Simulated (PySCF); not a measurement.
## Diatomics with 47 electrons

MP2 in PySCF with def2-SVPD on every atom (core potentials on Rb, Sr), for the lowest determinant that a PBE0 search found; no spin–orbit coupling. All have 47 electrons, 9 of them in the valence shells, and the same state, a doublet (σ ↑). For ions De leads to the atom and ion picked by measured ionisation energies and electron affinities.

| species | difference of nuclear charges | Re (Å) | ωe (cm⁻¹) | k (mdyn/Å) | De (eV) | dissociates to |
| --- | --- | --- | --- | --- | --- | --- |
| NaBr⁻ | 24 | 2.740 | 201 | 0.426 | 1.12 | Na + Br⁻ |
| RbF⁻ | 28 | 2.482 | 290 | 0.767 | 1.83 | Rb + F⁻ |
| SrO⁻ | 30 | 2.083 | 564 | 2.54 | 3.70 | Sr + O⁻ |
| SrF | 29 | 2.139 | 496 | 2.26 | 5.87 | Sr + F |

Q: Which member of the whole set has the stiffest bond, and how does it compare with the softest?

A: SrO⁻ with k = 2.54 mdyn/Å, 6.0 times that of NaBr⁻.

Correlated steps freeze the inner cores (1 to 10 orbitals); shallow outer-core shells are correlated. Correlated levels converge slowly with the basis: in double zeta they bind strong bonds too weakly, by up to about 1 eV, and carry superposition errors of some tenths. Spin–orbit coupling is left out. For an ion De counts to the pair picked by the measured ionisation energies or electron affinities, which need not be the lowest pair at this level. States were picked by a PBE0 search and need not be the measured ground states.
